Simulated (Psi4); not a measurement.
H₂Zn (SMILES [ZnH2]), singlet, geometry from GFN2-xTB (such geometries of metal compounds can be far from the true shape); WB97X/6-31G** (Psi4).

Here is a job for Psi4.
```
memory 2 GB

molecule mol {
0 1
  Zn    0.000000    0.000000    0.000000
  H    -0.000000   -0.000000   -1.499257
  H     0.000000    0.000000    1.499257
}

set basis 6-31g**
set reference rks

energy('wb97x')
print_variables()
```

**Question.** Write the output that Psi4 gives for this input, abridged.

**Answer.** 
```
   => Loading Basis Set <=

    Name: 6-31G**
    Role: ORBITAL
    Keyword: BASIS

         ---------------------------------------------------------
                                   SCF
               by Justin Turney, Rob Parrish, Andy Simmonett
                          and Daniel G. A. Smith
                              RKS Reference
         ---------------------------------------------------------

  ==> Geometry <==

    Molecular point group: d2h
    Full point group: D_inf_h

    Geometry (in Angstrom), charge = 0, multiplicity = 1:

       Center              X                  Y                   Z               Mass
    ------------   -----------------  -----------------  -----------------  -----------------
         ZN           0.000000000000     0.000000000000     0.000000000000    63.929142010000
         H            0.000000000000     0.000000000000    -1.499257000000     1.007825032230
         H            0.000000000000     0.000000000000     1.499257000000     1.007825032230

  Running in d2h symmetry.

  Rotational constants: A = ************  B =      3.72074  C =      3.72074 [cm^-1]
  Rotational constants: A = ************  B = 111544.94460  C = 111544.94460 [MHz]
  Nuclear repulsion =   21.354058207188626

  Charge       = 0
  Multiplicity = 1
  Electrons    = 32
  Nalpha       = 16
  Nbeta        = 16

  ==> Algorithm <==

  SCF Algorithm Type is DF.
  DIIS enabled.
  MOM disabled.
  Fractional occupation disabled.
  Guess Type is SAD.
  Energy threshold   = 1.00e-06
  Density threshold  = 1.00e-06
  Integral threshold = 1.00e-12

  ==> Primary Basis <==

  Basis Set: 6-31G**
    Blend: 6-31G**
    Number of shells: 18
    Number of basis functions: 49
    Number of Cartesian functions: 49
    Spherical Harmonics?: false
    Max angular momentum: 3

  ==> DFT Potential <==

   => LibXC <=

    Version 7.1.2
    S. Lehtola, C. Steigemann, M. J. T. Oliveira, and M. A. L. Marques,  SoftwareX 7, 1–5 (2018) (10.1016/j.softx.2017.11.002)

   => Composite Functional: WB97X <=

    wB97X Hyb-GGA Exchange-Correlation Functional

    J.-D. Chai and M. Head-Gordon,  J. Chem. Phys. 128, 084106 (2008) (10.1063/1.2834918)

    Deriv               =              1
    GGA                 =           TRUE
    Meta                =          FALSE

    Exchange Hybrid     =           TRUE
    MP2 Hybrid          =          FALSE

   => Exchange-Correlation Functionals <=

    1.0000   wB97X range-separated functional

[...]
   @DF-RKS iter   7: -1780.26599440520499   -3.93855e-04   1.10958e-04 ADIIS/DIIS
   @DF-RKS iter   8: -1780.26599592686102   -1.52166e-06   4.13298e-06 DIIS
   @DF-RKS iter   9: -1780.26599593755259   -1.06916e-08   9.86080e-07 DIIS
  Energy and wave function converged.

  ==> Post-Iterations <==

   Electrons on quadrature grid:
      Ntotal   =   31.9999988905 ; deviation = -1.109e-06

    Orbital Energies [Eh]
    ---------------------

    Doubly Occupied:

[...]
       3B1u   -0.380690

    Virtual:

[...]
    Final Occupation by Irrep:
             Ag   B1g   B2g   B3g    Au   B1u   B2u   B3u
    DOCC [     6,    1,    1,    1,    0,    3,    2,    2 ]
    NA   [     6,    1,    1,    1,    0,    3,    2,    2 ]
    NB   [     6,    1,    1,    1,    0,    3,    2,    2 ]

  @DF-RKS Final Energy: -1780.26599593755259

   => Energetics <=

    Nuclear Repulsion Energy =             21.3540582071886256
    One-Electron Energy =               -2525.9956922753590334
    Two-Electron Energy =                 780.8468172234307758
    DFT Exchange-Correlation Energy =     -56.4711790928128110
    Empirical Dispersion Energy =           0.0000000000000000
    VV10 Nonlocal Energy =                  0.0000000000000000
    Total Energy =                      -1780.2659959375525887

Computation Completed

Properties will be evaluated at   0.000000,   0.000000,   0.000000 [a0]

Properties computed using the SCF density matrix

 Multipole Moments:

 ------------------------------------------------------------------------------------
     Multipole            Electronic (a.u.)      Nuclear  (a.u.)        Total (a.u.)
 ------------------------------------------------------------------------------------

 L = 1.  Multiply by 2.5417464519 to convert [e a0] to [Debye]
 Dipole X            :          0.0000000            0.0000000            0.0000000
 Dipole Y            :          0.0000000            0.0000000            0.0000000
 Dipole Z            :          0.0000000            0.0000000            0.0000000
 Magnitude           :                                                    0.0000000

 ------------------------------------------------------------------------------------

  Variable Map:
  ----------------------------------------------------------------------------
[...]
  Array Variable Map:
  ----------------------------------------------------------------------------
[...]
[...]
```
